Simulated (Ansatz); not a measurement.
Task: Predict a relaxed structure of Zr2(Cl)8 (Zr2Cl8), charge 0, singlet, at r2SCAN-D4/def2-SVP (Ansatz).

Result: 
```tsv
atom	x (Å)	y (Å)	z (Å)
Zr1	0.604	-1.489	-0.634
Cl2	2.172	-2.922	0.293
Cl3	-1.373	-2.738	-0.660
Cl4	1.156	-1.459	-2.895
Cl5	1.749	0.775	-0.207
Zr6	-0.560	1.657	0.755
Cl7	-1.414	0.847	-1.306
Cl8	0.476	3.751	0.872
Cl9	-2.497	2.142	1.958
Cl10	-0.313	-0.563	1.824
```
 This is one stationary point.

In the def2 sets Zr takes a core potential; there is no spin–orbit coupling.
